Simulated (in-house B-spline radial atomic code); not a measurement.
Orbital energies and mean radii along the 31-electron series, configuration 1s2 2s2 2p6 3s2 3p6 3d10 4s2 4p1/2(1). The effective charge is n√(-2ε), a non-relativistic measure. Computed with a radial B-spline atomic code at the basis-set limit: Dirac-Hartree-Fock, jj configuration that fills j = l - 1/2 first, finite nuclei.

```tsv
ion	Z	energy of 2p3/2 (Eh)	mean radius of 2p3/2 (bohr)	energy of 3p1/2 (Eh)	mean radius of 3p1/2 (bohr)	effective charge of 2p3/2
Ga	31	-42.409	0.19166	-4.6195	0.67264	18.419
Ge+	32	-46.478	0.18474	-5.6583	0.63952	19.283
As2+	33	-50.851	0.17828	-6.864	0.60889	20.169
Se3+	34	-55.506	0.17225	-8.2162	0.58064	21.072
Br4+	35	-60.435	0.1666	-9.7055	0.55458	21.988
Kr5+	36	-65.633	0.16131	-11.327	0.53053	22.914
Rb6+	37	-71.096	0.15632	-13.077	0.50831	23.849
Sr7+	38	-76.821	0.15163	-14.953	0.48774	24.79
Zr9+	40	-89.052	0.14301	-19.082	0.45092	26.691
Nb10+	41	-95.555	0.13905	-21.333	0.43439	27.649
Mo11+	42	-102.32	0.1353	-23.709	0.41896	28.61
```

(1) How does the screening of 2p3/2 change?

Answers

(1) Z less the effective charge goes from 12.58 at Z = 31 to 13.39 at Z = 42.
